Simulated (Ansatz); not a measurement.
**Molecular dynamics of H$_{3}$CCl**

The input (input.yaml):

```yaml
accuracy: low
crystal:
  lattice:
    - [8.95284, 0.0, 0.0]
    - [0.0, 8.95284, 0.0]
    - [0.0, 0.0, 8.95284]
  atoms:
    - { symbol: C, position: [0.11633347, 0.59920461, 0.11166315] }
    - { symbol: Cl, position: [0.15094635, 0.40149595, 0.13052311] }
    - { symbol: H, position: [0.02198203, 0.61451243, 0.03814756] }
    - { symbol: H, position: [0.12092482, 0.64331775, 0.228456] }
    - { symbol: H, position: [0.2255873, 0.63554102, 0.07088886] }
    - { symbol: C, position: [0.63324868, 0.15298911, 1.03101437] }
    - { symbol: Cl, position: [0.67731012, 0.17084188, 1.22792979] }
    - { symbol: H, position: [0.5981298, 0.26157082, 1.00909242] }
    - { symbol: H, position: [0.73995702, 0.13972168, 0.96850395] }
    - { symbol: H, position: [0.56725241, 0.04959856, 1.03759727] }
    - { symbol: C, position: [0.1814395, 0.46122953, 0.50340352] }
    - { symbol: Cl, position: [0.15570752, 0.45174066, 0.7112334] }
    - { symbol: H, position: [0.28939197, 0.50176963, 0.49523471] }
    - { symbol: H, position: [0.16247936, 0.34104625, 0.47641317] }
    - { symbol: H, position: [0.10391851, 0.54645528, 0.4586638] }
    - { symbol: C, position: [1.00657114, 1.04420598, 0.64486105] }
    - { symbol: Cl, position: [0.93885599, 1.01495545, 0.4548472] }
    - { symbol: H, position: [1.11319386, 0.98395939, 0.67260175] }
    - { symbol: H, position: [1.0246311, 1.1590769, 0.65917183] }
    - { symbol: H, position: [0.92114888, 1.01686275, 0.73493793] }
    - { symbol: C, position: [0.42539001, 0.8796642, 0.78888769] }
    - { symbol: Cl, position: [0.33795535, 0.96521482, 0.94523556] }
    - { symbol: H, position: [0.359974, 0.7949612, 0.75038625] }
    - { symbol: H, position: [0.44872943, 0.95842218, 0.69798575] }
    - { symbol: H, position: [0.52759506, 0.82959562, 0.8373378] }
    - { symbol: C, position: [0.79417179, 0.60729418, 0.77604485] }
    - { symbol: Cl, position: [0.74034579, 0.65804771, 0.95852923] }
    - { symbol: H, position: [0.92937027, 0.61076408, 0.78561635] }
    - { symbol: H, position: [0.76127402, 0.49390656, 0.75896222] }
    - { symbol: H, position: [0.76126974, 0.68281453, 0.690332] }
basis:
  ecutwfc: 420.0
kpoints:
  mp_grid: { grid: [1, 1, 1] }
hamiltonian:
  xc: pbe
scf:
  occupations: { method: fermi_dirac, width: 0.02 }
  lower_state_search: "off"
md:
  timestep: 0.5
  n_steps: 400
  ensemble: nvt_nose_hoover
  temperature: 700.0
  initial_velocities: maxwell_boltzmann
  seed: 212574
  nose_hoover: { tau: 50.0, chain_length: 1 }
```

Command:

```bash
$ ansatz run input.yaml --threads 1 --pin off --max-ram 3072MiB --backend cpu --events-out ev --progress --plain --runs-dir out
```

It goes on from the last frame of an earlier run, with new velocities.

Output, in part (step lines):

```
md step     0: t =     0.00 fs  T =   700.0 K  F+E_penalty+E_count = -8274.21012900 eV  E_kin = 2.623978 eV  conserved = -8271.58615102 eV  (9 SCF iters)
md step     1: t =     0.50 fs  T =   717.0 K  F+E_penalty+E_count = -8274.27461191 eV  E_kin = 2.687659 eV  conserved = -8271.58695167 eV  (7 SCF iters)
md step     2: t =     1.00 fs  T =   727.3 K  F+E_penalty+E_count = -8274.31318328 eV  E_kin = 2.726267 eV  conserved = -8271.58690070 eV  (7 SCF iters)
md step     3: t =     1.50 fs  T =   730.4 K  F+E_penalty+E_count = -8274.32424639 eV  E_kin = 2.738009 eV  conserved = -8271.58618659 eV  (7 SCF iters)
md step     4: t =     2.00 fs  T =   728.6 K  F+E_penalty+E_count = -8274.31640711 eV  E_kin = 2.731054 eV  conserved = -8271.58524420 eV  (7 SCF iters)
md step     5: t =     2.50 fs  T =   724.9 K  F+E_penalty+E_count = -8274.30203254 eV  E_kin = 2.717230 eV  conserved = -8271.58461407 eV  (5 SCF iters)
md step     6: t =     3.00 fs  T =   721.4 K  F+E_penalty+E_count = -8274.28923507 eV  E_kin = 2.704262 eV  conserved = -8271.58468553 eV  (4 SCF iters)
md step     7: t =     3.50 fs  T =   717.7 K  F+E_penalty+E_count = -8274.27625038 eV  E_kin = 2.690394 eV  conserved = -8271.58545364 eV  (4 SCF iters)
[... lines left out ...]
md step   400: t =   200.00 fs  T =   664.3 K  F+E_penalty+E_count = -8273.55071269 eV  E_kin = 2.490176 eV  conserved = -8271.58458514 eV  (7 SCF iters)
```

The steps, from the saved trajectory:

| time (fs) | T (K) | potential energy less start (eV) | conserved less start (meV/atom) |
| --- | --- | --- | --- |
| 0.0 | 700 | 0.000 | 0.00 |
| 6.5 | 625 | 0.283 | 0.10 |
| 13.0 | 609 | 0.346 | 0.08 |
| 19.5 | 724 | -0.073 | -0.06 |
| 26.0 | 643 | 0.251 | -0.02 |
| 32.5 | 631 | 0.318 | 0.07 |
| 39.0 | 652 | 0.274 | 0.15 |
| 45.5 | 679 | 0.200 | 0.02 |
| 52.0 | 723 | 0.066 | -0.08 |
| 58.5 | 701 | 0.190 | -0.02 |
| 65.0 | 631 | 0.496 | 0.10 |
| 71.5 | 740 | 0.138 | 0.08 |
| 78.0 | 567 | 0.834 | 0.15 |
| 84.5 | 730 | 0.270 | 0.00 |
| 91.0 | 705 | 0.420 | 0.09 |
| 97.5 | 721 | 0.415 | 0.11 |
| 104.0 | 715 | 0.486 | 0.07 |
| 110.5 | 728 | 0.490 | 0.02 |
| 117.0 | 749 | 0.459 | 0.05 |
| 123.5 | 856 | 0.106 | 0.02 |
| 130.0 | 619 | 1.031 | 0.17 |
| 136.5 | 853 | 0.187 | 0.09 |
| 143.0 | 762 | 0.553 | 0.15 |
| 149.5 | 731 | 0.674 | 0.09 |
| 156.0 | 876 | 0.133 | 0.04 |
| 162.5 | 694 | 0.807 | 0.17 |
| 169.0 | 882 | 0.083 | 0.04 |
| 175.5 | 684 | 0.792 | 0.23 |
| 182.0 | 756 | 0.477 | 0.09 |
| 188.5 | 790 | 0.298 | 0.05 |
| 195.0 | 771 | 0.304 | 0.04 |

All steps were run. The conserved energy stayed within 0.24 meV per atom of its start (net change 0.052 meV per atom), so the integration is sound. A run of 0.2 ps of so small a system gives no equilibrium averages. Limits of this set-up: coarse k mesh, low accuracy level.

Mean squared displacements from the first frame to the last, about the centre of mass: C 1.83 Å², Cl 1.79 Å², H 4.50 Å².

Last frame:

```xyz
30
Lattice="8.9528 0.0000 0.0000 0.0000 8.9528 0.0000 0.0000 0.0000 8.9528" Properties=species:S:1:pos:R:3
C 1.010 4.608 1.450
Cl 2.609 4.045 1.056
H 0.364 4.041 2.231
H 1.246 5.511 1.962
H 0.514 4.610 0.442
C 7.272 1.161 9.509
Cl 7.179 2.538 10.745
H 7.637 0.312 10.165
H 6.312 1.320 8.962
H 8.151 1.391 8.931
C 1.594 5.333 5.679
Cl 1.345 3.582 6.324
H 2.007 5.229 4.631
H 0.673 5.832 5.616
H 2.049 5.935 6.390
C 8.903 8.989 6.548
Cl 7.761 9.493 5.146
H 8.839 7.939 6.627
H 9.892 9.230 6.003
H 8.626 9.383 7.492
C 3.545 8.693 7.105
Cl 2.651 7.635 8.270
H 3.333 9.751 7.271
H 4.573 8.497 7.034
H 2.965 8.405 6.122
C 5.741 5.750 5.841
Cl 5.444 5.040 7.428
H 6.812 5.466 5.750
H 5.250 5.170 5.086
H 5.513 6.846 5.644
```

The run took 17 min on 1 thread of Arm Neoverse V1, on a shared host, peak memory 0.56 GiB.
